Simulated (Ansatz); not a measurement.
(H3Ge)2S (Ge2H6S). Charge 0, multiplicity 1. Geometry B3LYP-D4/def2-SVP; atoms count from 1.

```xyz
9

Ge    0.356    1.401   -0.925
H     1.604    0.635   -1.412
H    -0.121    2.399   -1.994
H     0.686    2.131    0.394
S    -1.360   -0.021   -0.623
Ge   -0.432   -1.402    0.890
H     0.802   -2.104    0.287
H    -0.009   -0.612    2.146
H    -1.526   -2.427    1.236
```

(1) Estimate the Mulliken populations from the PBE0/def2-TZVP orbitals of Ansatz.

(2) And the Mayer bond orders between bonded heavy atoms (over 0.3)?

Results:

(1) 
| atom | charge (e) |
| --- | --- |
| Ge1 | 0.13 |
| H2 | 0.02 |
| H3 | 0.03 |
| H4 | 0.02 |
| S5 | -0.40 |
| Ge6 | 0.13 |
| H7 | 0.02 |
| H8 | 0.02 |
| H9 | 0.03 |
Mulliken values and Mayer orders depend strongly on the basis.

(2) Ge1–S5 1.02 (2.25 Å); S5–Ge6 1.02 (2.25 Å).
